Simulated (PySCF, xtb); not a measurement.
BCl₂, SMILES Cl[B]Cl (connectivity only; charge and spin as stated), charge +1, multiplicity 1.

GFN2-xTB run with xtb at its own geometry gives an orbital gap of 5.47 eV.

Coordinates come from a B3LYP-D3(BJ)/def2-TZVP optimisation. The spin state was assumed, not searched. The isomer is the one that the SMILES or the coordinates give; other isomers of the formula were not compared.

Task: What does PBE/def2-TZVPD run with PySCF give? (The exact figures need the calculation; the answer reports its results.)

Result: gap 6.33 eV (levels -15.65 and -9.32 eV).
